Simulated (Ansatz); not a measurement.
`[NH2][Zn][AlH][F]` + H–F → `[F][AlH][F]` + `[NH2][ZnH]` at 298.15 K and 1 bar (cleavage of the Al–Zn bond).

Gas-phase electronic energies from Ansatz, PBE0-D4/def2-TZVP geometries. CCSD(T)/CBS adds triple-zeta CCSD(T) − MP2 to the extrapolated MP2 energy (def2 sets, frozen cores). This one scheme is used for every species. For Zn outer-core shells are correlated without core-valence functions, which leaves a few kJ/mol of doubt a bond. Scalar relativity is left out up to krypton. Each species was taken in one conformer, which may not be the lowest.

| species | CCSD(T)/CBS energy (Eh) | H − E (kJ/mol) | S (J/(mol·K)) |
| --- | --- | --- | --- |
| `[NH2][Zn][AlH][F]` | -2176.77907 | 110.9 | 363.3 |
| H–F | -100.39570 | 33.5 | 173.6 |
| `[F][AlH][F]` | -442.35155 | 43.3 | 264.7 |
| `[NH2][ZnH]` | -1834.88092 | 93.2 | 261.0 |

H − E and S are ideal-gas, rigid-rotor, harmonic terms from PBE0-D4/def2-TZVP, for one conformer and one mirror image of each species. 1 Eh = 2625.50 kJ/mol, R = 8.31446 J/(mol·K).

**Question.** By hand: ΔE, ΔH, ΔS and ΔG.

**Answer.** ΔE = (-442.35155) + (-1834.88092) − (-2176.77907) − (-100.39570) = -0.05770 Eh = -151.5 kJ/mol. Δ(H − E) = 43.3 + 93.2 − 110.9 − 33.5 = -7.9, so ΔH = -159.4 kJ/mol. ΔS = 264.7 + 261.0 − 363.3 − 173.6 = -11.2 J/(mol·K). ΔG = -159.4 − 298.15 × (-11.2)/1000 = -156.1 kJ/mol.

**Question.** By hand: the equilibrium constant, and the temperature at which ΔG would vanish if ΔH and ΔS stayed fixed.

**Answer.** log₁₀ K = −ΔG/(RT ln 10) = 27.3. ΔG = 0 at ΔH/ΔS = 14232 K, far beyond where these terms or the molecules hold.

The number of gas molecules stays the same, so ΔS is small and ΔH decides. A doubt of 5 kJ/mol in ΔE shifts log₁₀ K by 0.9 here. Other conformers and mirror images would add mixing entropy, several J/(mol·K) or more a flexible species. These are equilibria of isolated gas molecules and say nothing of rates. Largest T1 diagnostic: 0.016 (customary marks: 0.02 for closed shells, 0.045 for open ones).
